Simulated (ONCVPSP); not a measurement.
## gallium (Ga), ONCV: configuration errors across variants

```
Element                 : gallium
Generator               : ONCVPSP 4.0.1
Type                    : optimised norm-conserving Vanderbilt (ONCV)
Functional              : PBE
Relativity              : scalar-relativistic
Frozen core             : [Ar]
Valence charge          : 13
Reference configuration : 3d10 4s2 4p1
Partial waves           : 4s: rc 1.70 bohr, ncon 4, nbas 8, qcut 3.5 1/bohr, 2 projectors, debl 2 Ha; 4p: rc 2.85 bohr, ncon 4, nbas 8, qcut 2.9 1/bohr, 3 projectors, debl 2 Ha; 3d: rc 1.35 bohr, ncon 5, nbas 10, qcut 10.5 1/bohr, 1 projector
Local potential         : polynomial inside 1.00 bohr (lpopt 4, dvloc0 0 Ha)
Core correction         : none
```

All-electron excitation energies from the reference (eV): (1) 3d10 4s2 4p0 5.688; (2) 3d10 4s1 4p0 26.817; (3) 3d10 4s1 4p2 6.538.

Errors AE − PS in meV (a dash: test not solved or not reliable):

| change | (1) | (2) | (3) | bound ghosts | GHOST(+) flags above zero |
| --- | --- | --- | --- | --- | --- |
| base | -2.5 | +0.1 | +8.8 | none | s, p |
| local potential polynomial inside 1.00 bohr (lpopt 4, dvloc0 -2 Ha) | -2.5 | +0.4 | +8.8 | none | s, p |
| local potential polynomial inside 1.00 bohr (lpopt 4, dvloc0 -0.5 Ha) | -2.5 | +0.2 | +8.8 | none | s, p |
| local potential polynomial inside 1.00 bohr (lpopt 4, dvloc0 0.5 Ha) | -2.5 | +0.1 | +8.8 | none | s, p |
| local potential polynomial inside 1.00 bohr (lpopt 4, dvloc0 1.5 Ha) | -2.5 | 0.0 | +8.8 | none | s, p |
| local potential polynomial inside 1.00 bohr (lpopt 4, dvloc0 4.5 Ha) | -2.5 | -0.1 | +8.8 | none | s |
| local potential polynomial inside 1.00 bohr (lpopt 4, dvloc0 7 Ha) | -2.5 | -0.1 | +8.8 | none | s |
| local potential polynomial inside 1.00 bohr (lpopt 4, dvloc0 8 Ha) | -2.5 | -0.1 | +8.8 | none | s |
| local potential polynomial inside 1.00 bohr (lpopt 4, dvloc0 9 Ha) | -2.5 | -0.1 | +8.8 | none | none |

(1) Give the same row for: local potential polynomial inside 1.00 bohr (lpopt 4, dvloc0 3.5 Ha).

## Answers

(1) -2.5, 0.0, +8.8; bound ghosts: none; GHOST(+) flags above zero: s, p.
